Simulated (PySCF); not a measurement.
# Br⁻ (bromine, charge -1) across methods

[Kr], closed-shell 1S. Computed with PySCF 2.14 in aug-cc-pVQZ-PP with one added diffuse shell each of s, p, d, f, g type with ECP10MDF (8s7p6d4f3g, 114 functions), with a scalar-relativistic core potential.

```
   method  E (hartree)  mean ε 3d (eV)  mean ε 4s (eV)  mean ε 4p (eV)  Σ⟨r²⟩ (bohr²)   ⟨S²⟩
      UHF   -415.57908         -76.777         -19.386          -3.741          52.67  0.000
  r2SCAN0    -416.8161         -63.972         -14.199          -1.173          52.77  0.000
BHandHLYP    -416.7963         -68.182         -15.824          -2.031          53.15  0.000
   r2SCAN    -416.8152         -59.393         -12.265          -0.103          53.29  0.000
      PBE    -416.9331         -58.980         -11.614           0.109          54.81  0.000
     PBE0    -416.9075         -63.598         -13.724          -1.000          53.45  0.000
      LDA    -416.3582         -58.926         -11.857          -0.020          54.62  0.000
```

Q: Estimate the same row for B97-3.

A: E (hartree) = -416.9800; mean ε 3d (eV) = -63.941; mean ε 4s (eV) = -13.804; mean ε 4p (eV) = -1.039; Σ⟨r²⟩ (bohr²) = 53.36; ⟨S²⟩ = 0.000.

Energies and moments cover only the electrons outside the core potential.

The highest occupied level is positive at PBE: only the finite basis holds that electron, which in a density functional comes from self-interaction.
